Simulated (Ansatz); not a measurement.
Basis-set series for C2H11FN2OSiZr, SMILES `C[N](C)[Zr]([NH2])([F])[O][SiH3]`. Total charge 0; spin multiplicity 1. Zr: def2 effective core potential. Geometry: relaxed with PBE0-D4/def2-TZVP. It is one conformer, not always the lowest.

```xyz
19

C     2.002   -1.382    0.380
N     1.217   -0.186    0.221
C     1.772    0.731   -0.748
Zr   -0.509    0.462    1.051
N    -1.111   -0.947    2.387
F    -0.133    2.151    1.903
O    -1.816    0.649   -0.393
Si   -2.605    0.793   -1.813
H     3.024   -1.152    0.714
H     1.544   -2.041    1.119
H     2.087   -1.938   -0.566
H     2.778    1.068   -0.462
H     1.835    0.282   -1.749
H     1.152    1.634   -0.843
H    -1.780   -1.684    2.208
H    -0.894   -0.949    3.375
H    -1.741    1.470   -2.818
H    -3.846    1.593   -1.633
H    -2.975   -0.552   -2.334
```

```json
{"functional": "PBE0-D4", "basis": "def2-SVP", "functions": "188", "energy (Eh)": "-703.30748", "HOMO (eV)": "-6.36", "LUMO (eV)": "-0.11"}
{"functional": "PBE0-D4", "basis": "def2-QZVPP", "functions": "823", "energy (Eh)": "-703.88969", "HOMO (eV)": "-6.48", "LUMO (eV)": "-0.41"}
{"functional": "ωB97M-V", "basis": "def2-SVP", "functions": "188", "energy (Eh)": "-703.57256", "HOMO (eV)": "-8.62", "LUMO (eV)": "0.95"}
{"functional": "ωB97M-V", "basis": "def2-QZVPP", "functions": "823", "energy (Eh)": "-704.16889", "HOMO (eV)": "-8.75", "LUMO (eV)": "0.45"}
```

(1) Give the rows for def2-TZVPP. (Best estimate.)

## Answers

(1) The calculation gave: 
```tsv
functional	basis	functions	energy (Eh)	HOMO (eV)	LUMO (eV)
PBE0-D4	def2-TZVPP	438	-703.85525	-6.46	-0.32
ωB97M-V	def2-TZVPP	438	-704.13657	-8.73	0.70
```

Positive LUMOs are unbound and depend on the basis.

Results of the Gaussian-basis code of Ansatz.
